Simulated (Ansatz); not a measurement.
```xyz
9

O     1.2418    0.0000    0.0000
C     0.3810    1.1734    0.0000
C    -1.0350    0.7726    0.0000
C    -1.0350   -0.7726    0.0000
C     0.3810   -1.1734    0.0000
H     0.9232    2.2147    0.0000
H    -1.9660    1.4893    0.0000
H    -1.9660   -1.4893    0.0000
H     0.9232   -2.2147    0.0000
```

Basis set: cc-pVDZ (spherical functions). Left uncorrelated: 5 orbitals. Charge 0, multiplicity 1.

Computed with Ansatz (development build ahead of 0.2.0); each method stands on the lowest determinant of its kind that the runs found. Restricted open shells among the atoms or ions are ROHF, correlated in semicanonical orbitals with singles.

Problem. Give the atomization energy at this shape (free ground-state atoms in the same class of orbitals less the molecule, no zero-point energy) of singlet C₄H₄O by RHF-MP2, RHF.

Solution.

| method | atomization energy |
| --- | --- |
| RHF-MP2 | 3824.3 kJ/mol |
| RHF | 2743.3 kJ/mol |

Caution: in another basis set an unrestricted determinant lies well below; the shape is not the minimum.
